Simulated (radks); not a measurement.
Problem. Species: I12+. Configuration: [Kr] 4d4 5p1 (not the ground configuration). Calculated with a radial shooting solver on a logarithmic mesh with Libxc functionals: Dirac Kohn-Sham, PBE, spin-unpolarised, spherical densities, point nucleus; open shells fill j = l - 1/2 first.

Spin-orbit splittings of the eigenvalues, e(l+1/2) - e(l-1/2), with zeta = 2 splitting/(2l+1) and mean radii in bohr:

| shell | occ. | splitting (eV) | zeta (eV) | <r> j=l-1/2 | <r> j=l+1/2 |
|---|---|---|---|---|---|
| 2p | 6 | 298.8 | 199.2 | 0.09844 | 0.1041 |
| 3p | 6 | 56.66 | 37.77 | 0.3030 | 0.3144 |
| 3d | 10 | 11.97 | 4.788 | 0.2848 | 0.2884 |
| 4p | 6 | 12.66 | 8.438 | 0.7280 | 0.7497 |
| 4d | 4 | 2.318 | 0.9271 | 0.7958 | 0.8025 |
| 4f | 0 | ? | ? | 0.8872 | 0.8896 |
| 5p | 1 | 3.800 | 2.533 | 1.465 | 1.497 |

Estimate the 4f splitting.

Solution. 0.3167 eV (zeta = 0.09048 eV).
